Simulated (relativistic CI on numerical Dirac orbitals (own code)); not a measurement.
## Ir⁵¹⁺: sensitivity of the levels to the model

Base calculation: Dirac-Coulomb-Breit CI, KLI orbitals optimised for each configuration, model QED (radiative potential, 1s self-energy scaled to tabulated hydrogen-like ionisation energies), unscaled Slater integrals.

CI space (outside the closed core [Ne]): 3s²3p⁶3d⁸, 3s²3p⁵3d⁹, 3s²3p⁴3d¹⁰, 3s3p⁶3d⁹, 3p⁶3d¹⁰, 3s3p⁵3d¹⁰, 3s²3p⁶3d⁷4s, 3s²3p⁶3d⁷4p, 3s²3p⁴3d⁹4s, 3s²3p⁶3d⁷4d, 3s²3p⁴3d⁹4p, 3s²3p⁵3d⁸4s, 3s²3p⁶3d⁷4f, 3s²3p⁴3d⁹4d, 3s3p⁵3d⁹4s, 3s²3p⁵3d⁸4p, 3s3p⁵3d⁹4p, 3s²3p⁶3d⁶4s², 3s²3p⁵3d⁸4d, 3s3p⁵3d⁹4d, 3s3p⁶3d⁸4s, 3s²3p⁶3d⁶4s4p, 3p⁶3d⁹4s, 3s²3p⁵3d⁸4f, 3s²3p⁶3d⁷5s, 3s²3p⁶3d⁶4p², 3s3p⁶3d⁸4p, 3p⁶3d⁹4p, 3s²3p⁶3d⁶4s4d, 3s²3p⁶3d⁷5p, 3s²3p⁵3d⁷4s², 3s²3p⁶3d⁷5d, 3s²3p⁶3d⁶4p4d, 3p⁶3d⁹4d, 3s3p⁶3d⁸4d, 3s²3p⁶3d⁷5f. Levels of other configurations are missing.

Variants: (1) one mean potential for all configurations; (2) non-relativistic limit. Shifts of the energy above 3s²3p⁶3d⁸ ³F4, in eV, for the lowest level and the first level of each name with at least 55 % of one term (blank where a level changes its place among those of its configuration and J or its character, or is not in the variant):

```csv
Level,Base,Δ(1),Δ(2)
3s²3p⁶3d⁸ ³F4,0.00,0.00,0.00
3s²3p⁶3d⁸ ³F3,79.40,+0.01,-79.40
3s²3p⁶3d⁸ ¹G4,95.09,+0.01,-75.38
3s²3p⁶3d⁸ ³P1,95.17,+0.01,-80.84
3s²3p⁶3d⁸ ³F2,166.32,+0.02,
3s²3p⁵3d⁹ ³F°4,463.07,-0.17,-97.13
3s²3p⁵3d⁹ ³D°3,490.06,-0.17,
3s²3p⁵3d⁹ ³P°0,566.55,-0.17,-181.29
3s²3p⁵3d⁹ ³F°3,568.87,-0.17,
3s²3p⁵3d⁹ ³F°2,925.84,-0.17,
3s²3p⁴3d¹⁰ ³P2,957.92,-0.20,-201.25
3s²3p⁴3d¹⁰ ¹S0,981.51,-0.19,
3s3p⁶3d⁹ ³D3,1107.71,-0.05,-517.20
3s3p⁶3d⁹ ³D1,1190.30,-0.06,-599.78
```

At this charge energies of transitions that change n are usually good to better than 1 %, and those within a shell (Δn = 0) to a few per cent.

Ionisation energy from the two ground configurations alone: base 4805.71 eV. The NIST ASD value (theoretical) is 4806 eV.

LS names give the leading component of a level, which can be under half, so a name can repeat, a term be missing and a line seem to break the LS rules.
